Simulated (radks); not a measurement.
The numbers below are computed, except where a source is named.
Species: C. Configuration: [He] 2s2 2p2. Code: a radial shooting solver on a logarithmic mesh with Libxc functionals. Model: scalar-relativistic Kohn-Sham, PBE, spin-unpolarised, spherical densities, finite nucleus; Fermi nuclear charge, rms radius 2.4702 fm.

Normalised radial functions P(r) = r R(r), r in bohr:

```
   r/bohr * 2s (the largest magnitude, 0.816, reaches the edge; | marks zero)
 0.008388                             | *
  0.01041                             | *
  0.01282                             | *
  0.01591                             |  *
  0.01974                             |   *
  0.02431                             |   *
  0.03017                             |    *
  0.03714                             |     *
   0.0461                             |      *
  0.05721                             |       *
  0.07044                             |        *
  0.08743                             |         *
   0.1085                             |          *
   0.1336                             |           *
   0.1658                             |          *
   0.2058                             |         *
   0.2534                             |       *
   0.3144                             |   *
   0.3871                            *|
   0.4805                      *      |
   0.5963                *            |
   0.7342         *                   |
   0.9112     *                       |
    1.131  *                          |
    1.392  *                          |
    1.728      *                      |
    2.145           *                 |
    2.641                 *           |
    3.277                      *      |
    4.035                         *   |
    5.008                            *|
    6.215                             *
```

2s: eigenvalue -13.751 eV, 1 radial node at r = 0.377 bohr, <r> = 1.57 bohr, 90 % of the charge inside 2.52 bohr.
